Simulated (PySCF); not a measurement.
C2H6AlFO.

```xyz
11

Al     0.0454    -0.5595     0.0000
F      1.0214    -1.9162     0.0000
C      0.8179     1.2244     0.0000
C     -0.1839     2.3896     0.0000
H      1.4930     1.2902    -0.8738
H      1.4930     1.2902     0.8738
H     -0.8413     2.3617     0.8837
H     -0.8413     2.3617    -0.8837
H      0.3256     3.3681     0.0000
O     -1.6388    -0.7773     0.0000
H     -2.1049    -1.6181     0.0000
```
Charge 0, spin multiplicity 1.

Coordinates come from a B3LYP-D3(BJ)/def2-SVP optimisation. Other conformers were not sampled.

These are PBE0/pcSseg-1 (PySCF) values and carry that method's errors. Non-relativistic, no solvent.

**Question.** Give the absolute GIAO shielding of each atom: isotropic value and principal components (ppm). (The exact figures need the calculation; the answer reports its results.)

**Answer.** 
```
atom  σ(iso)    σ11    σ22    σ33   span
----  ------  -----  -----  -----  -----
Al1    436.6  377.2  398.6  534.0  156.8
F2     334.1  245.1  319.0  438.3  193.3
C3     188.8  176.8  182.8  206.8   30.0
C4     174.0  167.5  169.1  185.4   17.9
H5      30.9   26.1   29.1   37.7   11.6
H6      30.9   26.1   29.1   37.7   11.6
H7      30.2   25.7   28.6   36.2   10.6
H8      30.2   25.7   28.6   36.2   10.6
H9      30.0   24.8   27.6   37.6   12.7
O10    299.5  241.8  301.4  355.2  113.4
H11     29.4   21.9   22.4   43.9   22.0
```
